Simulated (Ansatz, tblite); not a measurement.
Removing and adding an electron: CaI2. Total charge 0; singlet. Geometry: PBE-D4/def2-TZVP. Ansatz, gas phase; energy differences of separate SCF runs; the oxidised species was run as a doublet alone; the reduced species was run as a doublet alone.

Cartesian coordinates in Å:
```
Ca 0.0110 0.0010 -0.0071
I -1.3173 1.7411 -1.7965
I 1.3063 -1.7421 1.8036
```

In the def2 sets I takes a core potential; there is no spin–orbit coupling. The xTB rows come from tblite. Correlated methods freeze 13 core orbitals; core or outer-core shells of Ca, I are correlated, in sets that lack core-valence functions. HOMO above LUMO, or a gap near zero within one spin, warns that the state may not be the lowest or that an electron is smeared out. The structure comes from a short search, and lower isomers may exist.

(1) Estimate orbital energies and vertical ionisation energies and electron affinities at: GFN1-xTB; GFN2-xTB; HF/def2-TZVPP; PBE-D4/def2-TZVPD; r2SCAN-D4/def2-TZVP; r2SCAN-D4/def2-TZVPD; PBE0-D4/def2-TZVP; PBE0-D4/def2-TZVPD; MP2/def2-TZVPP; CCSD/def2-TZVPP; CCSD(T)/def2-TZVPP.

## Answers

(1) 
| level | −HOMO (eV) | vertical IE (eV) | −LUMO (eV) | vertical EA (eV) | HOMO–LUMO gap (eV) | IE − EA (eV) | remarks |
| --- | --- | --- | --- | --- | --- | --- | --- |
| GFN1-xTB | 9.17 | 12.42 | 6.23 | 3.90 | 2.94 | 8.53 | – |
| GFN2-xTB | 11.03 | 13.88 | 7.51 | 4.53 | 3.52 | 9.35 | – |
| HF/def2-TZVPP | – | 8.66 | – | – | – | – | – |
| PBE-D4/def2-TZVPD | 6.28 | – | 3.04 | 1.16 | 3.24 | – | HOMO above zero (-1 doublet) |
| r2SCAN-D4/def2-TZVP | 6.55 | 8.84 | 2.55 | – | 4.00 | – | gap within one spin near zero (+1 doublet) |
| r2SCAN-D4/def2-TZVPD | 6.55 | – | 2.54 | 1.10 | 4.01 | – | HOMO above zero (-1 doublet) |
| PBE0-D4/def2-TZVP | 7.35 | 9.03 | 2.32 | – | 5.03 | – | – |
| PBE0-D4/def2-TZVPD | 7.35 | – | 2.32 | 1.10 | 5.04 | – | HOMO above zero (-1 doublet) |
| MP2/def2-TZVPP | – | 9.61 | – | – | – | – | – |
| CCSD/def2-TZVPP | – | 9.43 | – | – | – | – | – |
| CCSD(T)/def2-TZVPP | – | 9.48 | – | – | – | – | – |

Run but left out: PBE-D4/def2-TZVP (charge +1 doublet: an occupied level 0.00 eV above an empty one).   A HOMO above zero means that the electron is unbound at that level or that self-interaction error raises the level; the energy of removing that electron tells which. Raw xTB energy differences between charge states are shifted by several eV; the methods need an empirical correction for them.
